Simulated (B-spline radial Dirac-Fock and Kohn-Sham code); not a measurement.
# Relativistic shifts of the levels of Ba¹⁶⁺

System: Ba¹⁶⁺, configuration [Kr] 4d4.

Both columns are ΔSCF binding energies of the configuration average from an atomic code on a B-spline grid: non-relativistic Hartree-Fock with a point nucleus, and Dirac-Fock with a finite nucleus and the Coulomb interaction alone, averaged over the two j levels with weights 2j+1.

```tsv
shell	Hartree-Fock (eV)	Dirac-Fock (eV)	shift (eV)	shift (%)
1s	36290.8	37968.9	+1678.13	+4.62
2s	5978.1	6398.7	+420.60	+7.04
2p	5646.5	5774.1	+127.67	+2.26
3s	1577.1	1671.6	+94.42	+5.99
3p	1434.7	1465.9	+31.19	+2.17
3d	1172.4	1162.2	-10.17	-0.87
4s	573.8	597.9	+24.04	+4.19
4p	515.2	523.0	+7.81	+1.52
4d	421.8	419.8	-2.02	-0.48
```

Relativity binds 1s, 2s, 2p, 3s, 3p, 4s, 4p more strongly, among those listed most of all 2s in relative terms, and 3d, 4d more weakly, because the contracted s and p shells screen the nucleus better.

Values without a named source are computed, but for edge energies of neutral atoms, which are taken from tables.
